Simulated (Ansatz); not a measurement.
**Worked example: C3H9B + Mg(OH)2 → C3H9BO + MgH(OH)**

Species: C3H9B `BC(C)C`, singlet; Mg(OH)2, singlet; C3H9BO `CC(C)BO`, singlet; MgH(OH), singlet. The partners trade H for OH: B–H and Mg–OH bonds give way to B–OH and Mg–H.

Shapes, held fixed at every level: PBE0-D4/def2-TZVP. Flexible molecules stand in one conformer, not always the lowest. Programs: Ansatz 0.2.0. The zero-point and thermal change to 298 K, harmonic and unscaled (PBE0-D4/def2-TZVP), is +2.4 kJ/mol.

At CCSD(T)/def2-TZVPP; 1 Eh = 2625.50 kJ/mol:

```
species  energy (Eh)
  C3H9B  -144.272965
Mg(OH)2  -351.373866
 C3H9BO  -219.486048
MgH(OH)  -276.174879
```

Question: Work out ΔH(298 K) of the reaction at this level.

Answer: 
1. Products less reactants: (-219.486048) + (-276.174879) − [(-144.272965) + (-351.373866)] = -0.014096 Eh = -37.0 kJ/mol.
2. With the thermal change: -37.0 + (+2.4) = -34.6 kJ/mol.

Other levels give -55.2 (SPW92/def2-TZVPP) to -25.5 kJ/mol (MP2/def2-TZVPP). No measured value is set beside it here. Outer-core shells of Mg are correlated, in sets that cover them unevenly.
